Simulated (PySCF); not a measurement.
## Spectroscopy problems

Level of theory: shielding tensors at PBE0/pcSseg-1 (GIAO), GFN2-xTB geometry, in PySCF 2.14.0 with density-fitted response routines (in vacuum, rapidly exchanging positions averaged, single conformer, relativity neglected).

Shifts are taken against calculated references (same method and geometry level): TMS for 1H (σ = 31.72 ppm), 13C (σ = 186.93 ppm). Splittings of carbon signals by F and P are missing where no couplings were computed. Where no couplings were computed, multiplicities follow the n + 1 count of equivalent neighbours, and m marks all less simple cases (inequivalent or close neighbours, rings, F or P nearby). Shifts are as computed. Against solution values, carbons near 30 ppm lie about +3 ppm off and those near 130 ppm about +5 ppm. Of 1211 compounds with measured shifts, 218 miss one by over three times the rms of a fit or turn the order of signals round; such compounds aren't used in these exercises.

Task: C$_{4}$H$_{4}$F$_{3}$NO. 1H NMR (400 MHz, computed): δ 8.77 (s, 1H), 3.09 (m, 1H), 2.66 (m, 1H), 2.40 (m, 1H). 13C{1H} NMR (computed): δ 163.0, 132.9, 36.7, 26.9. What is it?

Result: SMILES FC([C@H]1N(C=O)C1)(F)F. The formula gives 2 degrees of unsaturation (1 ring in the answer). 4 carbon signals for 4 carbons: no two carbons are equivalent. Carbon types of the structure: 1 × C, 2 × CH, 1 × CH2, which accounts for all hydrogens. δC 163.0: amide carbonyl carbon; lone-pair donation from the attached heteroatom keeps it upfield of a ketone carbonyl. δC 132.9: CF3 carbon; 3 electronegative neighbours deshield it. δH 8.77: hydrogen on an amide carbonyl carbon. δH 3.09, 2.66, 2.40: hydrogen on an aziridine ring carbon; its carbon carries N, hence the downfield position.

The data come from this structure; uniqueness wasn't tested.

Task: C$_{5}$H$_{11}$P. 1H NMR (600 MHz, computed): δ 2.94 (m, 2H), 1.98 (m, 2H), 1.80 (m, 4H), 1.21 (m, 3H). 13C{1H} NMR (computed): δ 28.3, 26.2, 20.8, 12.4. Give a structure.

Result: SMILES C1CP(CC)C1. 4 carbon signals for 5 carbons: some carbons are equivalent by symmetry or fast rotation. Carbon types of the structure: 4 × CH2, 1 × CH3, which accounts for all hydrogens. δC 26.2: sp3 CH2 in a ring; saturated and bonded to C and H only. δC 12.4: methyl carbon; saturated and bonded to C and H only. δH 1.98, 1.80: hydrogen on an sp3 CH2 bonded to P. δH 1.21: hydrogen on a methyl carbon.

The data come from this structure; uniqueness wasn't tested.

Task: C$_{10}$H$_{10}$. 1H NMR (400 MHz, computed): δ 6.64 (m, 1H), 6.57 (m, 1H), 6.55 (m, 1H), 6.52 (m, 1H), 6.40 (m, 1H), 6.19 (d, 1H), 6.15 (d, 1H), 5.74 (br s, 1H), 5.37 (m, 1H), 5.16 (br s, 1H). 13C{1H} NMR (computed): δ 148.6 (C), 147.7 (CH), 145.7 (C), 138.6 (CH), 138.5 (CH), 138.2 (CH), 135.7 (CH), 132.6 (CH), 126.0 (CH2), 123.1 (CH2). Give a structure.

Result: `C=CC1=CC=CC=CC1=C`. Rings plus π bonds: 6 (1 ring in the answer). 10 carbon signals for 10 carbons: no two carbons are equivalent. Carbon types of the structure: 2 × C, 6 × CH, 2 × CH2, which accounts for all hydrogens. δC 148.6, 145.7: fully substituted alkene carbon; the olefinic region. δC 147.7, 138.6, 138.5, 138.2, 135.7, 132.6: alkene CH; an sp2 carbon of a C=C bond. δC 126.0, 123.1: terminal =CH2 carbon; as expected for a trigonal carbon in a double bond. δH 6.55, 5.74, 5.37, 5.16: hydrogen on a terminal =CH2 carbon; attached to an sp2 carbon and in the plane of the double bond.

The data come from this structure; uniqueness wasn't tested.

Task: C$_{5}$H$_{5}$F$_{3}$O$_{3}$. 1H NMR (400 MHz, computed): δ 4.66 (m, 1H), 4.65 (m, 1H), 4.47 (m, 1H), 2.15 (m, 1H), 1.89 (m, 1H). 13C{1H} NMR (computed): δ 147.6 (C), 131.5 (C), 79.1 (CH), 67.9 (CH2), 25.2 (CH2). Identify the compound.

Result: `FC([C@H]1CCOC(=O)O1)(F)F`. Rings plus π bonds: 2 (1 ring in the answer). 5 carbon signals for 5 carbons: no two carbons are equivalent. Carbon types of the structure: 2 × C, 1 × CH, 2 × CH2, which accounts for all hydrogens. δC 147.6: carbonate carbon; lone-pair donation from the attached heteroatom keeps it upfield of a ketone carbonyl. δC 131.5: CF3 carbon; 3 electronegative neighbours deshield it. δC 79.1: sp3 CH bonded to O; pulled downfield by the heteroatom. δC 67.9: sp3 CH2 bonded to O; the inductive effect lowers its shielding.

The data come from this structure; uniqueness wasn't tested.
